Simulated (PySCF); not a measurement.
**Cl⁺: excitation energy**

Cl⁺ [Ne] 3s2 3p4 (3P) → Cl⁺ [Ne] 3s2 3p3 3d1 (5D), as a difference of total energies. All numbers are calculated (PySCF 2.14, the non-relativistic Hamiltonian (point nucleus), in aug-cc-pwCVDZ). Correlated levels: valence: [Ne] frozen; valence and next inner shell: 1s2 frozen; nothing frozen. The calculations carry no spin-orbit coupling.

```json
{"method": "UHF", "excitation energy (eV)": "13.691", "error (eV)": "+0.058"}
{"method": "LDA", "excitation energy (eV)": "14.338", "error (eV)": "+0.705"}
{"method": "PBE", "excitation energy (eV)": "14.133", "error (eV)": "+0.500"}
{"method": "PBE0", "excitation energy (eV)": "14.186", "error (eV)": "+0.553"}
{"method": "r2SCAN", "excitation energy (eV)": "14.211", "error (eV)": "+0.578"}
{"method": "PW91", "excitation energy (eV)": "14.172", "error (eV)": "+0.539"}
{"method": "M06-L", "excitation energy (eV)": "14.415", "error (eV)": "+0.782"}
{"method": "wB97M-V", "excitation energy (eV)": "14.537", "error (eV)": "+0.904"}
{"method": "PBEsol", "excitation energy (eV)": "14.131", "error (eV)": "+0.498"}
{"method": "MP2 (valence)", "excitation energy (eV)": "14.399", "error (eV)": "+0.766"}
{"method": "SCS-MP2 (valence)", "excitation energy (eV)": "14.424", "error (eV)": "+0.791"}
{"method": "MP2 (valence and next inner shell)", "excitation energy (eV)": "14.433", "error (eV)": "+0.800"}
{"method": "SCS-MP2 (valence and next inner shell)", "excitation energy (eV)": "14.445", "error (eV)": "+0.812"}
{"method": "MP2 (all electrons)", "excitation energy (eV)": "14.433", "error (eV)": "+0.800"}
{"method": "SCS-MP2 (all electrons)", "excitation energy (eV)": "14.445", "error (eV)": "+0.812"}
```

Reference: 13.633 eV (measured; NIST levels, between the centres of gravity of the two terms).

Errors of the correlated levels include the incompleteness of this basis and the frozen core.

The promoted electron is Rydberg-like, and one or two diffuse shells describe it only roughly, which tends to raise the upper state.
